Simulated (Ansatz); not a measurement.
Gas-phase electronic energies from Ansatz, PBE0-D4/def2-TZVP geometries. CBS: MP2 limit from def2 TZ/QZ plus the TZ coupled-cluster correction, frozen cores. DFT in def2-TZVPP. B3LYP here is the variant with VWN-RPA as its local correlation; programs differ in this. Elements past krypton have def2 core potentials. For Sn outer-core shells are correlated without core-valence functions, which leaves a few kJ/mol of doubt a bond. Each species was taken in one conformer, which may not be the lowest.

`C[Si](F)(F)[O][AlH2]` + `[CH3][SnH2][C]#N` → `C[Si](F)(F)C#N` + `[CH3][SnH2][O][AlH2]`  (redistribution)

```csv
level,ΔE (kJ/mol),difference from CCSD(T)/CBS
r2SCAN-D4,106.2,-3.1
PBE0-D4,108.9,-0.4
B3LYP-D4,107.7,-1.6
ωB97X-V,109.2,-0.1
ωB97M-V,111.7,2.4
B2PLYP,108.9,-0.4
PBE,98.5,-10.8
r2SCAN,106.4,-2.9
PBE0,109.4,0.1
HF/def2-TZVPP,127.7,18.4
MP2/def2-TZVPP,111.9,2.6
SCS-MP2/def2-TZVPP,111.1,1.8
CCSD(T)/def2-TZVPP,113.6,4.3
SCS-MP2/def2-QZVPP,108.6,-0.7
HF/CBS(def2),127.0,17.7
MP2/CBS(def2),107.5,-1.8
CCSD(T)/CBS,109.3,0
```

Largest T1 diagnostic among the species: 0.013.

In def2-TZVPP, CCSD(T) changes the Hartree–Fock value by −14.1 kJ/mol (the triples alone add −3.6 kJ/mol) and MP2 by −15.8 kJ/mol. From PBE to PBE0 (25 % exact exchange), in def2-TZVPP and without D4, ΔE moves by +10.9 kJ/mol.
